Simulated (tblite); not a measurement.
CH2Cl3SSi (doublet state).
InChI=1S/CH2Cl3SSi/c2-1(3,4)6-5/h6H2

Computed with GFN2-xTB (tblite): harmonic, unscaled wavenumbers at the GFN2-xTB geometry, gas phase. Against measured fundamentals such values can be off by several per cent, at times by over 20. Modes of hydrogen on silicon can be 10 to 20 % off. Open shells enter through the occupations alone, without spin polarisation, and single modes of such species can be off by tens of per cent.

Harmonic wavenumbers (cm⁻¹): 49.9, 87.2, 126.8, 145.4, 242.3, 243.9, 264.7, 408.4, 444.5, 556.9, 559.6, 617.5, 657.7, 681.5, 735.1, 764.6, 2329.5, 2345.3.

A = 1653, B = 866.1, C = 854.7 MHz; mass 178.871 u (most abundant isotopes); point group Cs, symmetry number 1; spin multiplicity 2.

Problem. What is the zero-point energy?

Solution. ½Σν̃ = 5630 cm⁻¹ = 16.10 kcal/mol.

Problem. Give the ideal-gas entropy at 350 K and 1 bar in the rigid-rotor, harmonic-oscillator model (classical rotation).

Solution. Translation 42.27, rotation 30.43, vibration 27.62, spin (R ln 2) 1.38: S = 101.7 cal/(mol K).

Problem. And Cp and H(350 K) − H(0)?

Solution. Cp = 32.24 cal/(mol K), of which vibrations give 24.29 (their classical limit is 18 R = 35.8); H(350 K) − H(0) = 7.71 kcal/mol without the zero-point energy, 4.93 from vibrations.

Problem. Blend soft modes into free rotors: weight 1/[1 + (100 cm⁻¹/ν̃)⁴] for the oscillator and the rest for a rotor with moment μB/(μ + B), μ = h/(8π²ν), B = 10⁻⁴⁴ kg m². What vibrational entropy results?

Solution. 25.50 cal/(mol K) in place of 27.62, which changes −T·S at 350 K by +0.74 kcal/mol.

Problem. How do the functions run with temperature in this model?

Solution. 
| T (K) | S (cal/(mol K)) | Cp (cal/(mol K)) | H − H(0) (kcal/mol) | G − H(0) (kcal/mol) | ln q(vib) |
| --- | --- | --- | --- | --- | --- |
| 100 | 71.2 | 17.2 | 1.23 | -5.90 | 1.40 |
| 200 | 85.6 | 25.0 | 3.35 | -13.78 | 3.62 |
| 300 | 96.9 | 30.4 | 6.14 | -22.92 | 5.78 |
| 500 | 113.9 | 35.7 | 12.83 | -44.09 | 9.67 |
| 800 | 131.4 | 39.0 | 24.10 | -81.06 | 14.40 |
| 1000 | 140.3 | 40.2 | 32.03 | -108.26 | 17.00 |

q(vib) and H(0) count from the zero-point level.

Problem. Which modes carry the vibrational entropy at 350 K?

Solution. 49.9 cm⁻¹: 5.14; 87.2 cm⁻¹: 4.04; 126.8 cm⁻¹: 3.30; 145.4 cm⁻¹: 3.04; 242.3 cm⁻¹: 2.08; 243.9 cm⁻¹: 2.06 cal/(mol K); the other 12 give 7.96 together.

Problem. What must be added to the electronic energy to get the Gibbs energy at 350 K and 1 bar?

Solution. ZPE + [H(350 K) − H(0)] − T·S = 16.10 + 7.71 − 35.60 = -11.79 kcal/mol.

Hindered rotation and anharmonicity are outside this model.

Conformer computed: `[S:1][SiH2:2][C:3]([Cl:4])([Cl:5])[Cl:6]`: S1–Si2–C3–Cl4 -61°.
